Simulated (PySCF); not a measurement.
# Worked example: entropy of an ideal gas

CHO2, SMILES [O]C=O (connectivity only; charge and spin as stated), charge -1, multiplicity 1.

Coordinates come from a PBE0-D3(BJ)/def2-TZVPD optimisation. The spin state was assumed, not searched. The isomer is the one that the SMILES or the coordinates give; other isomers of the formula were not compared.

PBE0-D3(BJ)/def2-TZVPD run with PySCF 2.14.0 gives the harmonic wavenumbers 753, 1052, 1368, 1369, 1698, 2592 cm⁻¹ and the rotational temperatures 5.2158, 0.5926, 0.5321 K. The molar mass is 45.02 g/mol, the symmetry number 2, the spin multiplicity 1.

Question: Work out the entropy at 298.15 K and 1 atm in the rigid-rotor, harmonic-oscillator model.

Answer: 
Translation (Sackur–Tetrode at 1 atm): S = R[1.5 ln M + 2.5 ln T − 1.16487] = 156.2 J/(mol K).
Rotation: q = (√π/σ) T^1.5/√(θA θB θC) = 3560, S = R[ln q + 3/2] = 80.5 J/(mol K).
Vibration: with u = 1.4388 ν/T, each mode gives R[u/(e^u − 1) − ln(1 − e^−u)]:
```json
[
 {"ν (cm⁻¹)": "753", "modes": "1", "u": "3.63", "S (J/(mol K))": "1.04"},
 {"ν (cm⁻¹)": "1052", "modes": "1", "u": "5.08", "S (J/(mol K))": "0.32"},
 {"ν (cm⁻¹)": "1368", "modes": "1", "u": "6.60", "S (J/(mol K))": "0.09"},
 {"ν (cm⁻¹)": "1369", "modes": "1", "u": "6.61", "S (J/(mol K))": "0.09"},
 {"ν (cm⁻¹)": "1698", "modes": "1", "u": "8.19", "S (J/(mol K))": "0.02"}
]
```
The stiffer modes add less than 0.005 each. Sum 1.6 J/(mol K).
Spin: R ln 1 = 0.0 J/(mol K).
Total 238.2 J/(mol K); the program's own thermochemistry gives 238.2. Translation makes up 66 % and vibration 1 %. Anharmonicity, hindered rotation and orbital degeneracy are left out.
